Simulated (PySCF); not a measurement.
A species of formula C6H3F3 has this rotational fingerprint, computed with PySCF, PBE0-D3(BJ)/def2-SVP geometry optimisation, gas phase:

```
Rotational constants : A = 1764, B = 1763, C = 881.9 MHz
Dipole components    : |μa| = 0.00 D, |μb| = 0.00 D, |μc| = 0.00 D
Inertial defect      : 0.00 u·Å²
κ                    : 1.00
```

**Question.** Which structure is it? (One computed conformer of each.)
A. `Fc1cc(F)cc(F)c1`
B. `c1(c(cccc1F)F)F`
C. `C=C=CC#CC(F)(F)F`

**Answer.** A. It is Fc1cc(F)cc(F)c1, an oblate symmetric top, point group D3h. The candidates at the same level (rigid rotor, commonest isotopes):

```tsv
SMILES	A (MHz)	B (MHz)	C (MHz)	μa (D)	μb (D)	μc (D)	Δ (u·Å²)	point group	rotor
C=C=CC#CC(F)(F)F	4248	617.9	597.8	3.61	0.22	0.01	-91.43	near Cs	near-prolate asymmetric top
Fc1cc(F)cc(F)c1	1764	1763	881.9	0.00	0.00	0.00	0.00	D3h	oblate symmetric top
Fc1cccc(F)c1F	2326	1763	1003	0.00	2.60	0.00	0.00	C2v	asymmetric top
```

`Fc1cccc(F)c1F` has A 32 % too high; `C=C=CC#CC(F)(F)F` has A 141 % too high. No structure here is proved a minimum.
